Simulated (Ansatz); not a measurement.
Li9O5, relaxed as a doublet with UKS PBE-D4/def2-SVP in Ansatz, starting from the GFN2-xTB geometry. Force threshold 0.02 eV/Å.

The gap within one spin of the charge 0 doublet nearly closes, so an electron or hole may be smeared out by delocalisation error. The relaxation made no stability test and no search for a lower SCF solution. Another isomer (doublet) lies 0.64 eV lower at PBE0-D4/def2-TZVP; other spin states weren't run for this one.

Start:

Cartesian coordinates in Å:
```
Li 0.494 0.881 0.171
Li 0.999 -0.874 1.746
Li -0.640 -0.680 -1.616
Li -1.001 1.886 1.460
Li 2.487 -3.252 0.649
Li -0.029 1.936 -1.705
Li -2.186 1.083 -0.654
Li 1.786 -0.843 -0.895
Li -1.423 -0.715 0.963
O -0.233 0.330 1.769
O 1.951 -1.768 0.581
O 0.785 0.379 -1.583
O -0.952 2.280 -0.251
O -2.040 -0.643 -0.634
```

```json
{"step": "1", "energy (eV)": "-12065.8199", "largest force component (eV/Å)": "0.957", "SCF passes": "124"}
{"step": "2", "energy (eV)": "-12066.1000", "largest force component (eV/Å)": "0.491", "SCF passes": "41"}
{"step": "3", "energy (eV)": "-12066.2799", "largest force component (eV/Å)": "0.296", "SCF passes": "68"}
{"step": "4", "energy (eV)": "-12066.3916", "largest force component (eV/Å)": "0.254", "SCF passes": "42"}
{"step": "5", "energy (eV)": "-12066.4528", "largest force component (eV/Å)": "0.279", "SCF passes": "34"}
{"step": "6", "energy (eV)": "-12066.5111", "largest force component (eV/Å)": "0.242", "SCF passes": "35"}
{"step": "7", "energy (eV)": "-12066.5388", "largest force component (eV/Å)": "0.115", "SCF passes": "28"}
{"step": "8", "energy (eV)": "-12066.5515", "largest force component (eV/Å)": "0.121", "SCF passes": "29"}
{"step": "9", "energy (eV)": "-12066.5523", "largest force component (eV/Å)": "0.180", "SCF passes": "34"}
{"step": "10", "energy (eV)": "-12066.5638", "largest force component (eV/Å)": "0.028", "SCF passes": "29"}
{"step": "11", "energy (eV)": "-12066.5645", "largest force component (eV/Å)": "0.071", "SCF passes": "34"}
{"step": "12", "energy (eV)": "-12066.5676", "largest force component (eV/Å)": "0.057", "SCF passes": "30"}
{"step": "13", "energy (eV)": "-12066.5684", "largest force component (eV/Å)": "0.042", "SCF passes": "29"}
{"step": "14", "energy (eV)": "-12066.5688", "largest force component (eV/Å)": "0.028", "SCF passes": "29"}
{"step": "15", "energy (eV)": "-12066.5690", "largest force component (eV/Å)": "0.009", "SCF passes": "22"}
```

Force components are those of the run's own axes.

End:

Cartesian coordinates in Å:
```
Li -0.258 0.366 -0.072
Li 1.001 -1.030 1.713
Li -1.054 -0.619 -2.011
Li -0.537 1.782 1.576
Li 3.484 -2.744 1.010
Li 0.412 1.838 -1.549
Li -2.294 1.645 -0.667
Li 1.795 -0.983 -0.900
Li -1.988 -0.674 1.064
O -0.481 -0.025 1.753
O 2.267 -1.707 0.658
O 0.576 0.038 -1.724
O -0.710 2.273 -0.175
O -2.212 -0.161 -0.675
```

Bonds formed: Li1–O14 (atoms count from 1). Metal–metal contacts that move far: Li3–Li8 2.54 to 3.08 Å, Li2–Li9 2.55 to 3.08 Å, Li3–Li9 2.70 to 3.21 Å.

No frequencies were taken in this run, so the end may be a saddle point.

Hardware: 4 threads of Arm Neoverse V2 on a shared host. Wall time 67 s.
